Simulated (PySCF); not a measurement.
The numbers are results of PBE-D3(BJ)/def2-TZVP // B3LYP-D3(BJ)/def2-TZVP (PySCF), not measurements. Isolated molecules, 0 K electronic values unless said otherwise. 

Reference species (SMILES): `[AlH3]` (neutral, multiplicity 1).

```json
{
  "LUMO": "-2.52 eV",
  "HOMO–LUMO gap": "4.78 eV",
  "HOMO": "-7.31 eV"
}
```

After one change: the LUMO goes up by 0.38 eV; the HOMO–LUMO gap increases by 0.54 eV; the HOMO falls by 0.16 eV.

Problem. Name the change that produced these shifts. The new species is one of these.
A. `[F][AlH][F]`
B. `[F][AlH2]`
C. `[F][Al]([F])[F]`

Solution. B, `[F][AlH2]`
